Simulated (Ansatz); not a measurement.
Consider the cleavage of the Si–Si bond: `C=C[SiH2][SiH3]` + `F[SiH](F)S` → `C=C[SiH2]S[SiH](F)F` + SiH₄.

Isolated molecules relaxed with PBE0-D4/def2-TZVP in Ansatz; ΔE leaves out vibrations. CCSD(T)/CBS is the MP2 limit (def2-TZVPP, def2-QZVPP) plus CCSD(T) − MP2 in def2-TZVPP, frozen cores. This one scheme is used for every species. Functionals use def2-TZVPP. B3LYP here is the variant with VWN-RPA as its local correlation; programs differ in this. One conformer a species, not always the lowest.

```json
{"level": "B3LYP-D4", "ΔE (kcal/mol)": "-17.5"}
{"level": "ωB97M-V", "ΔE (kcal/mol)": "-18.4"}
{"level": "PBE", "ΔE (kcal/mol)": "-13.1"}
{"level": "PBE0", "ΔE (kcal/mol)": "-14.2"}
{"level": "SCS-MP2/def2-TZVPP", "ΔE (kcal/mol)": "-18.8"}
{"level": "CCSD/def2-TZVPP", "ΔE (kcal/mol)": "-16.4"}
{"level": "HF/CBS(def2)", "ΔE (kcal/mol)": "-17.5"}
{"level": "MP2/CBS(def2)", "ΔE (kcal/mol)": "-20.1"}
```

(1) What does CCSD(T)/CBS give? (An estimate is asked.)

Largest T1 diagnostic among the species: 0.013.

Answers

(1) The calculation gave: -17.4 kcal/mol. The listed levels differ from it by -0.1, -1.0, 4.3, 3.2, -1.4, 1.0, -0.1, -2.7 kcal/mol.

From PBE to PBE0 (25 % exact exchange), in def2-TZVPP and without D4, ΔE moves by −1.1 kcal/mol. The D4 term adds −2.8 kcal/mol with B3LYP and −1.6 kcal/mol with PBE0; it sums over pairs of atoms, weighted by their polarisabilities, and B3LYP, whose exchange is more repulsive, gets the larger term.
